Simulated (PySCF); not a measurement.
PySCF job for F₆OSi₂, SMILES F[Si](F)(F)O[Si](F)(F)F, C-PCM-ωB97X/def2-SVP. Coordinates come from a B3LYP-D3(BJ)/def2-SVP optimisation. Other conformers were not sampled.

```python
import numpy as np
from pyscf import gto, scf, dft
from pyscf.solvent import pcm

mol = gto.M(
    atom='''
    F    -1.49397360    2.13490483   -0.04475802
    Si    0.00072483    1.58975265    0.03443133
    F     0.77225115    2.36512663    1.19109187
    F     0.72614753    1.87458775   -1.35622910
    O     0.00000004    0.00000000    0.35175464
    Si   -0.00072482   -1.58975265    0.03443134
    F    -0.72614783   -1.87458775   -1.35622895
    F     1.49397359   -2.13490483   -0.04475834
    F    -0.77225089   -2.36512663    1.19109204
    ''',
    basis='def2-SVP',
    charge=0,
    spin=0,
    max_memory=1600,
    verbose=3,
)
mf = dft.RKS(mol, xc='wb97x').density_fit(auxbasis='def2-universal-jkfit')
mf.grids.level = 3
mf.conv_tol = 1e-9
mf.max_cycle = 100
mf.kernel()
res = {}
for name, eps in {'water': 78.355, 'chlorobenzene': 5.6968, 'diethylether': 4.24}.items():
    s = mf.PCM()
    s.with_solvent.method, s.with_solvent.eps, s.with_solvent.lebedev_order = 'C-PCM', eps, 17
    s.kernel(mf.make_rdm1())
    res[name] = (s.e_tot, eps, s.dip_moment(), s.mo_energy, s.converged)
    print(f'{name}: electrostatic solvation free energy {(s.e_tot - mf.e_tot) * 627.509474:.3f} kcal/mol')
```

Log of the run:

```
converged SCF energy = -1252.873951564

WARN: PCM is an experimental feature. It is still in testing.
Features and APIs may be changed in the future.

converged SCF energy = -1252.8789497645
Dipole moment(X, Y, Z, Debye):  0.00000,  0.00000,  0.15473
water: electrostatic solvation free energy -3.136 kcal/mol

WARN: PCM is an experimental feature. It is still in testing.
Features and APIs may be changed in the future.

converged SCF energy = -1252.87809609266
Dipole moment(X, Y, Z, Debye):  0.00000,  0.00000,  0.15278
chlorobenzene: electrostatic solvation free energy -2.601 kcal/mol

WARN: PCM is an experimental feature. It is still in testing.
Features and APIs may be changed in the future.

converged SCF energy = -1252.87778288296
Dipole moment(X, Y, Z, Debye):  0.00000,  0.00000,  0.15208
diethylether: electrostatic solvation free energy -2.404 kcal/mol
```

The run converged.
